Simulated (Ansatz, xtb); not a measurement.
Relative energy of two structures of AlGaGeHO−

Structure X is a triplet given by its coordinates and structure Y is a singlet given by its coordinates. Both are isolated ions in the gas phase, relaxed with PBE0-D3(BJ)/def2-SVPD.

X (Å):

```xyz
5

Al    0.1497    1.1647    0.8616
Ga    2.3355    2.8164    1.3225
Ge   -0.0747    3.5445    0.0984
O     1.7460    1.0467    1.5699
H    -0.7392   -0.2004    0.8688
```

Close contacts (Å): Al1–Ga2 2.78, Al1–Ge3 2.51, Al1–O4 1.75, Ga2–Ge3 2.80, Ga2–O4 1.88, Al1–H5 1.63.

Y (Å):

```yaml
atoms:
  - { symbol: Al, position_ang: [1.0889, -0.9408, 0.5251] }
  - { symbol: Ga, position_ang: [-0.8299, 0.8379, 1.0086] }
  - { symbol: Ge, position_ang: [-0.6698, -0.6015, -1.2403] }
  - { symbol: O, position_ang: [0.7185, 0.1329, 1.8579] }
  - { symbol: H, position_ang: [0.4024, 0.5783, -1.5565] }
```

Close contacts (Å): Al1–Ga2 2.66, Al1–Ge3 2.51, Al1–O4 1.75, Ga2–Ge3 2.67, Ga2–O4 1.90, Ge3–H5 1.63.

Problem. Which of the two would you expect CCSD(T)/def2-SVPD + ΔMP2/def2-TZVPPD electronic energies to favour?

Solution. Not settled: CCSD(T)/def2-SVPD + ΔMP2/def2-TZVPPD gives E(Y) − E(X) = −0.113 eV, but this leans on the basis-set step: CCSD(T) alone gives −0.031 eV.

How the difference moves with the method:

```tsv
level	geometry	E(Y) − E(X) (eV)	departure from the last row (eV)	job, with rough time for the two
PBE0-D3(BJ)/def2-SVPD	PBE0-D3(BJ)/def2-SVPD	+0.046	+0.160	optimisation, 3.9 min
HF/def2-SVPD	PBE0-D3(BJ)/def2-SVPD	+1.058	+1.171	part of the CCSD(T) run
MP2/def2-SVPD	PBE0-D3(BJ)/def2-SVPD	−0.028	+0.086	part of the CCSD(T) run
CCSD(T)/def2-SVPD	PBE0-D3(BJ)/def2-SVPD	−0.031	+0.083	single point
CCSD(T)/def2-SVPD + ΔMP2/def2-TZVPPD	PBE0-D3(BJ)/def2-SVPD	−0.113		single point, 5.1 min
```

PBE0-D3(BJ)/def2-SVPD, HF/def2-SVPD put the two in the other order. The largest departure from CCSD(T)/def2-SVPD + ΔMP2/def2-TZVPPD is that of HF/def2-SVPD, 1.171 eV. Levels run at GFN2-xTB geometries aren't shown. The last row adds to CCSD(T) the change of the MP2 difference between the two basis sets, here −0.083 eV. The triplet state of X needn't be its ground state.

With harmonic frequencies from PBE0-D3(BJ)/def2-SVPD (ideal gas, rigid rotor, one conformer each, 298.15 K, 1 atm): the zero-point term adds −0.015 eV; ΔH is −0.124 and ΔG −0.094 eV.

The T1 diagnostic of structure Y is large, so the coupled-cluster value is less sure. Open shells are spin-unrestricted. The correlated steps freeze 24 core orbitals; the filled d shell of Ga and Ge is correlated, in a basis made for valence electrons. ΔG holds the spin degeneracy. Mirror images aren't counted in ΔG. Codes used: Ansatz 0.2.0; the last row on 2 threads of Arm Neoverse N1 on a shared host.
